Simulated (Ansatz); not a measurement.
Relaxation of CH6ClNOSi (11 atoms, charge 0, multiplicity 1), to a largest force component of 0.015 eV/Å in at most 40 steps.

All numbers below come from RKS PBE0/def2-SVP in Ansatz.

```xyz
11
Properties=species:S:1:pos:R:3:forces:R:3
N -1.512 -0.021 -0.768 -2.41 1.70 -1.64
Si 0.144 0.085 -0.871 1.26 -0.20 -1.12
C 0.952 0.079 0.802 1.88 -0.71 1.32
O 0.541 -0.821 1.787 -2.83 1.20 1.01
Cl 0.842 1.700 1.513 0.02 1.21 0.12
H -1.938 0.068 -1.725 0.31 -0.01 1.38
H -1.807 -0.877 -0.394 -0.83 -1.62 0.78
H 0.545 -1.101 -1.657 0.81 -0.38 -0.09
H 0.493 1.291 -1.646 0.25 0.28 -0.01
H 2.054 -0.130 0.722 -0.57 0.25 -0.39
H -0.250 -0.329 2.258 2.11 -1.71 -1.36
```

Task: Where does it end, and by what steps?

Result: The run converged. After 18 steps the energy has fallen by 0.924 eV; H6 moved furthest, 1.57 Å.

```csv
step,energy less start (eV),largest force component (eV/Å),accepted
0,0.0000,2.828,yes
1,-0.5191,1.156,yes
2,-0.6376,0.351,yes
3,-0.6909,0.553,yes
4,-0.7263,1.079,yes
5,-0.7847,0.288,yes
6,-0.8208,0.476,yes
7,-0.8585,0.267,yes
8,-0.8652,1.032,yes
9,-0.8953,0.381,yes
10,-0.9084,0.340,yes
11,-0.8219,1.224,no
12,-0.9202,0.046,yes
13,-0.9207,0.094,yes
14,-0.9230,0.121,yes
15,-0.9188,0.510,no
16,-0.9238,0.049,yes
17,-0.9242,0.019,yes
18,-0.9243,0.008,yes
```

```xyz
11
Properties=species:S:1:pos:R:3
N -1.385 -0.229 -0.503
Si 0.305 -0.084 -0.917
C 1.011 0.190 0.833
O 0.417 -0.667 1.707
Cl 0.563 1.971 1.195
H -1.876 0.626 -0.256
H -1.982 -0.830 -1.062
H 0.712 -1.411 -1.473
H 0.696 1.006 -1.857
H 2.100 0.165 0.971
H -0.496 -0.793 1.382
```

Whether the end is a true minimum wasn't checked by a vibrational analysis.

Time of the run: 69 s on 2 threads of Arm Neoverse V1 (shared host), peak memory 0.24 GiB.
